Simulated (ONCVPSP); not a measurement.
# Reading a pseudo-wave (sulfur (S))

Columns: radius, all-electron u(r) and pseudo u(r) of the 2p shell (level -168.27 eV) of sulfur in the configuration [He] 2s2 2p6 3s2 3p3; PBE, scalar-relativistic, ONCV scheme, ONCVPSP 4.0.1.

```tsv
r (bohr)	all-electron	pseudo
0.045	0.1878	0.0646
0.090	0.5318	0.2437
0.135	0.8658	0.5061
0.180	1.1286	0.8059
0.225	1.3081	1.0944
0.270	1.4104	1.3308
0.315	1.4487	1.4885
0.360	1.4381	1.5586
0.405	1.3920	1.5479
0.450	1.3220	1.4753
0.495	1.2370	1.3631
0.540	1.1439	1.2333
0.585	1.0477	1.1024
0.630	0.9520	0.9804
0.675	0.8593	0.8712
0.720	0.7714	0.7749
0.765	0.6892	0.6897
0.810	0.6132	0.6131
0.855	0.5436	0.5434
0.900	0.4805	0.4804
0.945	0.4237	0.4236
0.990	0.3728	0.3727
1.035	0.3274	0.3273
1.080	0.2871	0.2870
1.125	0.2513	0.2513
1.170	0.2197	0.2197
```

How many radial nodes do the two functions have?

The all-electron 2p function has n − l − 1 = 0; the pseudo-wave has 0.

At about which radius was the pseudo-wave matched?

0.85 bohr. The columns agree to 0.0005 from 0.77 bohr on; several derivatives are matched, so the curves merge somewhat inside the radius.

Is the pseudo-wave norm-conserving?

Yes: the ONCV scheme keeps the norm inside the radius equal to the all-electron one, which fixes the energy derivative of the logarithmic derivative at the level.
